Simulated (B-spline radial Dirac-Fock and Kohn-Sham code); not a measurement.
# I 3p1/2: cross section and angular parameters

System: the I atom in the configuration [Kr] 4d10 5s2 5p5; threshold 931.0 eV (tabulated edge). Method: Dirac-Hartree-Slater photoionisation with a Latter tail; cross sections with all multipoles, angular parameters from the dipole term and its interference with E2. Computed with a radial finite-basis atomic code.

Input of the calculation (task.json; shells as n, l, electrons):

```json
{"items": [{
  "Z": 53,
  "q": 0,
  "cfg": [[1, 0, 2], [2, 0, 2], [2, 1, 6], [3, 0, 2], [3, 1, 6], [3, 2, 10], [4, 0, 2], [4, 1, 6], [4, 2, 10], [5, 0, 2], [5, 1, 5]],
  "A": 127,
  "rrms": 4.75,
  "do": "xps",
  "hv": [58.5, 67.4, 70.4, 80, 100, 106.0, 134.0, 150, 300.0, 349.0, 359.0, 405.0, 755.0, 819.0, 982.0, 1060.0, 2000, 2830.0, 4000, 5414.7, 5680.0, 6000, 7770.0, 8510.0, 9251.7, 9410.0, 9550.0, 10000.0, 10800.0, 12100.0],
  "edges": {"K": 33169.0, "L1": 5188.0, "L2": 4852.0, "L3": 4557.0, "M1": 1072.0, "M2": 931.0, "M3": 875.0, "M4": 630.8, "M5": 619.3, "N1": 186.0, "N2": 123.0, "N3": 123.0}
}]}
```

Run with: `python xray2_run.py task.json out`

```tsv
hν (eV)	σ (kb)	β	γ	δ
982	112	0.449	-0.098	0.184
1060	106	0.894	0.280	0.128
2000	43.4	1.579	-0.013	0.002
2830	22.8	1.607	0.039	0.002
4000	11.0	1.575	0.269	0.008
5414.7	5.48	1.518	0.556	0.018
5680	4.89	1.507	0.607	0.020
6000	4.28	1.494	0.667	0.023
7770	2.24	1.425	0.963	0.040
8510	1.77	1.398	1.071	0.047
9251.7	1.42	1.372	1.172	0.054
9410	1.36	1.367	1.192	0.056
9550	?	?	?	?
10000	1.16	1.347	1.266	0.062
10800	0.938	1.321	1.361	0.070
12100	0.687	1.282	1.502	0.084
```

Q: Give the values at 9550 eV.

A: σ = 1.31 kb, β = 1.362, γ = 1.210, δ = 0.057.
